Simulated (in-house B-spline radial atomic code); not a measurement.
The numbers below are computed, except where a source is named.
# Te ion on Cu atom: potential, deflection and energy transfer

The pair potential comes from two frozen, spherical free-atom densities (PBE, B-spline radial code, scalar-relativistic past argon): electrostatics plus the change in Thomas-Fermi kinetic and Dirac exchange energy where they overlap, the recipe behind the universal ZBL potential, which averages such potentials (from solid-state densities) over many pairs. It is written V = (Z1 Z2 e²/r) φ(r/a), with e² = 14.3996 eV·Å and a = 0.46850 Å/(Z1^0.23 + Z2^0.23); ZBL's fit is φ = 0.18175 e^(−3.1998x) + 0.50986 e^(−0.94229x) + 0.28022 e^(−0.4029x) + 0.02817 e^(−0.20162x). Where φ falls below 4e-4 it is continued as an exponential.

Masses 127.6 and 63.55 u.

```
x = r/a  φ, this pair    φ, ZBL
    0.1        0.8879    0.8928
    0.5        0.6136    0.6096
    1.5        0.3035    0.2995
      3        0.1335    0.1292
      5       0.05364   0.05224
      8        0.0172   0.01705
     12      0.004709   0.00474
     17      0.001263  0.001212
```

(1) At x = 1 the electrostatic, kinetic and exchange parts are 63241.44, 28391.27 and -795.45 eV. Find r, V and φ.

(2) The ion comes in at 6.484 keV with impact parameter 0.5037 Å. The scattering integral gives a centre-of-mass angle of 53.87° and a closest approach of 6.608 a. What are the reduced energy, the energy passed on and the laboratory angles?

Results:

(1) a = 0.46850/(2.4813 + 2.1695) = 0.10074 Å, so r = 0.10074 Å. V = 63241.44 + 28391.27 + (-795.45) = 90837.26 eV. The bare repulsion is 52 × 29 × 14.3996/0.10074 = 215560 eV, so φ = 0.4214, +1.2 % against ZBL's 0.4164. The kinetic (Pauli) term is 31 % of V here.

(2) ε = E a M2/(Z1 Z2 e² (M1 + M2)) = 6484 × 1.5423e-06 = 0.01. The most that one collision can pass on is γE with γ = 4 M1 M2/(M1 + M2)² = 0.8877. Here T = γE sin²(θ/2) = 0.8877 × 6484 × 0.2052 = 1181 eV. The ion turns by arctan(sin θ/(cos θ + M1/M2)) = 17.3°, and the struck atom leaves at (180° − θ)/2 = 63.1°. The closest approach is 0.666 Å. With ZBL the angle would be 53.59° and T = 1170 eV.
